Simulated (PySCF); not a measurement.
## Worked example: oscillator strength and radiative lifetime

B(Cl)(F)(SH) (BClFHS), SMILES FB(S)Cl.

Geometry optimised at B3LYP-D3(BJ)/def2-SVP. One conformer was computed; it need not be the lowest.

TDA-PBE0/def2-SVPD (PySCF) puts the first singlet state with f over 0.02 at 6.76 eV (vertical), with the transition dipole (0.300, 1.173, 0.000) in atomic units.

Find the oscillator strength, the wavelength and the radiative lifetime that this transition would have in vacuum if emission retraced absorption.


|μ|² = 1.4659 au, so |μ| = 3.08 D. ΔE = 6.76/27.211 = 0.2484 hartree. f = (2/3) ΔE |μ|² = 0.243 (the program prints 0.243).
λ = 1239.84/6.76 = 183 nm; ν = 54523 cm⁻¹.
Einstein's coefficient A = 0.6670 ν² f s⁻¹ (ν in cm⁻¹) = 4.8e8 s⁻¹, so τ = 1/A = 2.1 ns. This state is S1. The figure is the radiative limit of this one transition; relaxation, internal conversion, crossing to triplets and a medium change what is measured.
